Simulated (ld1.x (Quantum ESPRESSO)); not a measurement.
Pseudopotential generation for V: RRKJ, LDA (PZ), scalar-relativistic.

```json
{
 "Element": "vanadium",
 "Generator": "ld1.x (Quantum ESPRESSO) 7.5",
 "Type": "norm-conserving RRKJ (Kleinman–Bylander form)",
 "Functional": "LDA (PZ)",
 "Relativity": "scalar-relativistic",
 "Frozen core": "[Ar]",
 "Valence charge": "5",
 "Reference configuration": "3d3 4s2 4p0",
 "Partial waves": "4s (bound): rc 2.95 bohr; 3d (bound): rc 1.85 bohr; 4p (bound, empty): rc 2.40 bohr",
 "Local potential": "the p channel",
 "Core correction": "a·sin(br)/r model core inside 1.20 bohr",
 "rho0": "0.001"
}
```

All-electron outer shells of the reference configuration (LDA (PZ), scalar-relativistic, ld1.x):

```tsv
shell	level (eV)	outermost node (bohr)	outermost maximum (bohr)
3s	-69.83	0.38	0.82
3p	-43.95	0.35	0.84
3d	-5.38	–	0.88
4s	-4.85	1.17	2.72
4p	-1.53	1.30	3.63
```

Problem. Does the generator finish with these settings?

Solution. Yes, a potential is produced and its reference levels are reproduced.

Problem. Estimate the cutoffs (Ry, on a coarse ladder) from which the occupation-weighted sum of valence levels, in a spherical-Bessel basis at the reference potential, stays within 10 and 1 mRy of its value at 400 Ry.

Solution. 50 Ry and 55 Ry.

Problem. What does a ghost test show?

Solution. Ghost state, extra bound levels that the all-electron valence spectrum of the same l lacks: s at -83.3 eV. A true bound ghost makes a file unfit for plane-wave use.

Problem. Which valence shell sets the plane-wave cutoff?

Solution. 3d: its level needs 50 Ry to come within 1 mRy, against 12 Ry for 4s.

Problem. Tests: 3d3 4s1 4p0; 3d3 4s0 4p0; 3d2 4s0 4p0; 3d4 4s1 4p0; 3d3 4s1 4p1; 3d2 4s2 4p0; 3d3 4s0 4p1. Which has the largest error in its energy relative to the reference configuration, and how large is it?

Solution. 3d2 4s0 4p0, with -452 meV (all-electron minus pseudo) on +51.64 eV.
